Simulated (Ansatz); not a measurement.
One change: `C[N](C)[ZnH]` becomes `C[N](C)[Ge][Cl]`.

Ansatz, PBE0-D4/def2-TZVP geometries, multiplicity 1. Each molecule was computed in one conformer, which needn't be the lowest.

Scalar relativity is left out up to krypton.

| property | `C[N](C)[ZnH]` |
| --- | --- |
| HOMO–LUMO gap (PBE/def2-TZVPP) / eV | 3.43 |
| LUMO energy (PBE/def2-TZVPP) / eV | -1.09 |
| HOMO energy (B3LYP/def2-TZVPP) / eV | -5.53 |
| LUMO energy (ωB97M-V/def2-TZVPP) / eV | 0.99 |
| zero-point energy (PBE0-D4/def2-TZVP) / kJ/mol | 229.7 |
| size of the dipole moment (PBE/def2-TZVPP) / D | 0.36 |

Q: Give the same properties after the change, and the shifts. (Estimate.)

A: Computed: 
```csv
property,`C[N](C)[Ge][Cl]`,shift
HOMO–LUMO gap (PBE/def2-TZVPP) / eV,3.47,0.04
LUMO energy (PBE/def2-TZVPP) / eV,-2.43,-1.34
HOMO energy (B3LYP/def2-TZVPP) / eV,-6.88,-1.35
LUMO energy (ωB97M-V/def2-TZVPP) / eV,0.17,-0.82
zero-point energy (PBE0-D4/def2-TZVP) / kJ/mol,219.3,-10.4
size of the dipole moment (PBE/def2-TZVPP) / D,3.10,2.74
```

Dipoles are sizes alone; their direction can turn.

B3LYP here is the variant with VWN-RPA as its local correlation; programs differ in this.
